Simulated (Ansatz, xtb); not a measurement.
This singlet lies 0.28 eV below the relaxed triplet at the level composite: frozen-core CCSD(T) with HF/cc-pVQZ and the correlation energy extrapolated as X^-3 from cc-pVTZ and cc-pVQZ, plus CCSDT(Q) minus CCSD(T) in cc-pVDZ // PBE0-D3(BJ)/def2-TZVP (Ansatz, a program for electronic structure); other levels give the other order.

A geometry relaxed with GFN2-xTB (xtb), charge 0, multiplicity 1:

```xyz
3

C     -0.2613     0.4893     0.0000
Cl     1.2517    -0.1404     0.0000
H     -0.9903    -0.3489     0.0000
```

Question: Write the SMILES of this molecule.

Answer: `[CH]Cl`
